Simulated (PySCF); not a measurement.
## Simulated absorption spectrum

C₅H₄F₃NS.
SMILES: `c1(snc(c1)C)C(F)(F)F`

Computed, not measured: TDDFT wB97X-D/def2-SVPD, vertical, gas phase, core orbitals frozen in the response (PySCF). Isolated species at its GFN2-xTB geometry, gas phase. Torsions of this conformer, `[CH3:1][c:2]1[cH:3][c:4]([C:5]([F:6])([F:7])[F:8])[s:9][n:10]1`: C3–C4–C5–F6 -143°.

Each state is given a Gaussian of 0.25 eV full width at half maximum, with ε(max) = 2.175×10⁸ f / Δν̃ (Δν̃ the width in cm⁻¹). The width is an assumption, not a result. The curve ends short of the highest state used, and states not computed would add to its high-energy end.

(λ (nm), ε (L mol⁻¹ cm⁻¹)): (176.3, 37), (177.8, 15), (179.4, 4), (180.9, 1), (182.5, 0), (184.0, 0), (185.5, 0), (187.1, 2), (188.6, 13), (190.2, 73), (191.7, 293), (193.3, 986), (194.8, 2415), (196.4, 4909), (197.9, 7657), (199.5, 9824), (201.0, 10144), (202.6, 8547), (204.1, 6056), (205.6, 3620), (207.2, 1748), (208.7, 753), (210.3, 268), (211.8, 116), (213.4, 149), (214.9, 385), (216.5, 1028), (218.0, 2235), (219.6, 4368), (221.1, 7098), (222.7, 10288), (224.2, 12767), (225.8, 14038), (227.3, 13583), (228.8, 11734), (230.4, 8902), (231.9, 6167), (233.5, 3732), (235.0, 2110), (236.6, 1037), (238.1, 486), (239.7, 197), (241.2, 78), (242.8, 26)

(1) Where are the band maxima, and which computed states make them?

(2) Does any computed singlet lie in the visible range?

(3) On this curve, what absorbance would a 10⁻⁴ mol/L sample give at 193 nm over a 1 cm path?

(4) Coming from long wavelengths, where does ε first pass 100 L mol⁻¹ cm⁻¹?

Answers

(1) 226 nm (5.48 eV), ε about 14000, made up of S1 (99%); 200 nm (6.18 eV), ε about 10000, made up of S3 (99%) (ε in L mol⁻¹ cm⁻¹; maxima over ε = 5, shares over 10%). At its high-energy end, 7.03 eV, the curve is still rising (ε about 35, from S5). The states used: S1 5.48 eV (f 0.129); S2 5.54 eV (f 0.0019); S3 6.18 eV (f 0.094); S4 6.24 eV (f 0.0015); S5 7.16 eV (f 0.0007); S6 7.39 eV (f 0.0085); S7 7.52 eV (f 0.0037); S8 7.63 eV (f 0.162).

(2) No computed singlet lies in the visible range (380 to 750 nm); the lowest, at 226 nm, stands 2.22 eV above its violet end (3.26 eV).

(3) 193 nm is 6.424 eV, where ε is about 800 L mol⁻¹ cm⁻¹, so A = ε c l ≈ 0.08 (Beer–Lambert, with the gas-phase spectrum and the assumed width).

(4) At about 241 nm (5.15 eV), 0.33 eV below S1.
